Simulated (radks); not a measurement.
Question: Species: Rb. Configuration: [Kr] 4d1 (not the ground configuration). Method: Dirac Kohn-Sham, PBE, spin-unpolarised, spherical densities, point nucleus; open shells are shared between the two j in proportion to 2j + 1; computed with a radial shooting solver on a logarithmic mesh with Libxc functionals. Some entries of the table are withheld. Estimate them.

orbital  occ.  eigenvalue (eV)  r(max) (bohr)
1s1/2       2        -15029.34        0.02628
2s1/2       2        -2008.432         0.1497
2p1/2       2        -1821.697         0.1173
2p3/2       4        -1760.913         0.1207
3s1/2       2              (1)         0.4511
3p1/2       2        -232.2391         0.4406
3p3/2       4        -223.1084         0.4495
3d3/2       4              (2)         0.3917
3d5/2       6              (3)         0.3944
4s1/2       2         -33.1022          1.262
4p1/2       2              (4)            (5)
4p3/2       4              (6)            (7)
4d3/2     0.4              (8)          6.928
4d5/2     0.6              (9)          7.036

Answer: 
(1) 3s1/2 eigenvalue (eV): -299.1331
(2) 3d3/2 eigenvalue (eV): -106.1040
(3) 3d5/2 eigenvalue (eV): -104.5540
(4) 4p1/2 eigenvalue (eV): -17.7722
(5) 4p1/2 r(max) (bohr): 1.409
(6) 4p3/2 eigenvalue (eV): -16.8922
(7) 4p3/2 r(max) (bohr): 1.439
(8) 4d3/2 eigenvalue (eV): -0.6296
(9) 4d5/2 eigenvalue (eV): -0.6226
